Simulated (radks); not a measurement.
Question: Xe V, configuration [Kr] 4d10 5s1.5 5p2 5d0.5 (fractional occupations, a model configuration). All-electron calculation, scalar-relativistic Kohn-Sham, XLYP, spin-polarised, spherical densities, finite nucleus; open shells are filled with parallel spins first (spin-orbit coupling, left out, can overturn this in heavy ions); Fermi nuclear charge, rms radius 4.7859 fm. Program: a radial shooting solver on a logarithmic mesh with Libxc functionals. Some entries of the table are withheld. Estimate them.

orbital,occ.,eigenvalue (hartree),<r> (bohr),r(max) (bohr)
1s up,1,-1265.221,0.02666,0.01715
1s down,1,-1265.215,0.02666,0.01715
2s up,1,-198.4405,0.1146,0.09696
2s down,1,-198.4369,0.1146,0.09696
2p up,3,-178.2652,0.1003,0.07779
2p down,3,-178.2603,0.1003,0.07779
3s up,1,-42.01645,0.3064,0.2789
3s down,1,-42.01126,0.3064,0.2789
3p up,3,-35.50012,0.3044,0.2728
3p down,3,-35.49436,0.3044,0.2728
3d up,5,-25.83123,0.2809,0.2259
3d down,5,-25.82546,0.2808,0.2259
4s up,1,-9.04045,0.7158,0.6605
4s down,1,-9.02758,0.7157,0.6607
4p up,3,-6.97351,0.7635,0.6925
4p down,3,-6.96002,0.7627,0.6928
4d up,5,-3.95733,0.8707,0.7464
4d down,5,-3.93824,0.8665,0.7463
5s up,1,-2.34820,1.701,1.562
5s down,0.5,-2.26168,1.700,1.550
5p up,2,-1.83110,1.921,(1)
5p down,0,-1.74438,1.940,(2)
5d up,0.5,-1.14071,2.482,2.230
5d down,0,-1.07703,2.564,2.296
4f up,0,-1.05073,1.589,1.053
4f down,0,-0.99574,1.572,1.005
6s up,0,-0.97853,3.447,3.337

Answer: 
(1) 5p up r(max) (bohr): 1.751
(2) 5p down r(max) (bohr): 1.745
